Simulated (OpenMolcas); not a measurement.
Exact exchange and the vertical energy of the triplet above the singlet of AlSiNH6O

AlSiNH6O: 10 atoms, total charge 0, spin state singlet. SMILES: `O[SiH2][NH][AlH2]`. The coordinates come from a PBE0-D4/def2-TZVP relaxation. This is one conformer, not always the lowest.

The vertical energy of the triplet above the singlet y, in eV, basis 6-31G(d); a is the functional's share of exact exchange. Programs: OpenMolcas 26.06.

| functional | program | a | y (eV) |
| --- | --- | --- | --- |
| TPSS | OpenMolcas | 0 | 5.11 |
| PBE | OpenMolcas | 0 | 4.92 |
| B3LYP | OpenMolcas | 0.2 | 5.41 |
| PBE0 | OpenMolcas | 0.25 | ? |
| BHLYP | OpenMolcas | 0.5 | 5.59 |

Question: Fit y = c + s·a to the known rows and predict PBE0.

Answer: 
1. Means of the 4 rows: a = 0.1750, y = 5.258.
2. Σ(Δa)² = 0.1675, Σ(Δa·Δy) = 0.19675, so the slope is 0.19675/0.1675 = 1.1746.
3. Intercept: 5.258 − (1.1746) × 0.1750 = 5.052. The largest residual of the fit is 0.13.
4. PBE0: 5.052 + (1.1746) × 0.25 = 5.35 eV.

The run gave 5.37 eV, so the prediction is off by -0.02 eV, within the largest residual. The rows mix families of semi-local functionals, which the line can't see.
